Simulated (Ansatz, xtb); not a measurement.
## Two conformers of CH7Al2N

Structure X is `[CH3][AlH][NH][AlH2]`, a singlet and structure Y is `[CH3][AlH][NH][AlH2]`, a singlet. Both are isolated molecules in the gas phase, relaxed with r2SCAN-D4/def2-SVP.

X (Å):

```yaml
atoms:
  - { symbol: C, position_ang: [0.1734, 0.6977, -1.8880] }
  - { symbol: Al, position_ang: [1.1327, -0.0340, -0.3556] }
  - { symbol: Al, position_ang: [-1.5098, -1.0287, 1.3133] }
  - { symbol: N, position_ang: [0.2435, -0.7851, 1.0221] }
  - { symbol: H, position_ang: [-0.9217, 0.6015, -1.8146] }
  - { symbol: H, position_ang: [0.4056, 1.7692, -2.0230] }
  - { symbol: H, position_ang: [0.4895, 0.2029, -2.8237] }
  - { symbol: H, position_ang: [2.7213, -0.0023, -0.2512] }
  - { symbol: H, position_ang: [0.8500, -1.1332, 1.7688] }
  - { symbol: H, position_ang: [-1.9783, -1.7380, 2.6558] }
  - { symbol: H, position_ang: [-2.5301, -0.5215, 0.2081] }
```

Y (Å):

| atom | x (Å) | y (Å) | z (Å) |
| --- | --- | --- | --- |
| C | -2.1727 | 2.4229 | -0.9411 |
| Al | -1.1889 | 1.8946 | 0.6619 |
| Al | 0.7584 | -0.3355 | 2.0334 |
| N | -0.2246 | 0.3729 | 0.7086 |
| H | -1.8383 | 3.4114 | -1.3035 |
| H | -2.0748 | 1.7144 | -1.7800 |
| H | -3.2507 | 2.5325 | -0.7261 |
| H | -1.1895 | 2.7688 | 1.9890 |
| H | -0.2377 | -0.1759 | -0.1545 |
| H | 0.8397 | 0.4454 | 3.4113 |
| H | 1.5069 | -1.7138 | 1.7736 |

Energies in hartree; the thermal terms are from r2SCAN-D4/def2-SVP harmonic frequencies (ideal gas, rigid rotor, one conformer each, 298.15 K, 1 atm) and include the zero-point energy:

```
                              X           Y
E, CCSD(T)/def2-SVP  −580.579311  −580.579036
    E, MP2/def2-SVP  −580.516466  −580.516167
  E, MP2/def2-TZVPP  −580.905833  −580.905406
  zero-point energy     0.071688     0.071542
       H(298 K) − E     0.080538     0.080491
       G(298 K) − E     0.039628     0.039357
```

Question: Correct the CCSD(T) difference for the basis set by the MP2 change, then work out ΔE, ΔE₀, ΔH and ΔG for X → Y in kcal/mol (1 Eh = 627.51 kcal/mol) and the equilibrium ratio [Y]/[X].

Answer: 1. Differences Y − X: CCSD(T) +0.000275, MP2 in the small set +0.000299, MP2 in the large set +0.000427 Eh.
2. ΔE = +0.000275 + (+0.000427 − (+0.000299)) = +0.000403 Eh = +0.25 kcal/mol.
3. ΔE₀ = ΔE + ΔZPE = +0.000403 + (−0.000146) Eh = +0.16 kcal/mol.
4. ΔH = ΔE + (−0.000047) Eh = +0.22 kcal/mol.
5. ΔG = ΔE + (−0.000271) Eh = +0.08 kcal/mol, so ΔS = (ΔH − ΔG)/T = +2.0 J/(mol K).
6. kT = 0.9442 mEh, so K = [Y]/[X] = exp(−ΔG/kT) = exp(−0.14) ≈ 0.87.

The two are too close for this level to say which is favoured. An error of 1 kcal/mol in ΔG would change K by a factor of 5.4. Mirror images and further conformers aren't counted.

Other levels gave ΔE = +0.3 (r2SCAN-D4/def2-SVP); 0.0 (HF/def2-SVP); +0.2 (MP2/def2-SVP); +0.2 (CCSD(T)/def2-SVP) kcal/mol. The correlated steps freeze 12 core orbitals. Programs: Ansatz 0.2.0.
